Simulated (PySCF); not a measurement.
Computed shifts of a molecule CH8AlNO2Si, PBE0/pcSseg-1 run with PySCF, GIAO, gas phase, equivalent atoms averaged, in ppm (number of nuclei): ²⁹Si: -48.0 (1). ¹⁵N: 10.4 (1). ¹³C: 36.6 (1). ¹H: 4.84 (3), 3.15 (3), 1.60 (1), 1.41 (1). References: ²⁹Si against TMS (σ = 352.7 ppm); ¹⁵N against NH3 (σ = 267.4 ppm); ¹³C against TMS (σ = 186.3 ppm); ¹⁷O against H2O (σ = 334.2 ppm); ¹H against TMS (σ = 31.56 ppm), references at their B3LYP-D3(BJ)/def2-TZVP geometries, non-relativistic. Geometry optimised at PBE0-D3(BJ)/def2-SVP. Other conformers were not sampled.

Problem. Which molecule gave these data?
(A) C[SiH2][NH][Al]([OH])[OH]
(B) C[N]([SiH3])[Al]([OH])[OH]
(C) N[SiH2][CH2][Al]([OH])[OH]

Solution. B, C[N]([SiH3])[Al]([OH])[OH]
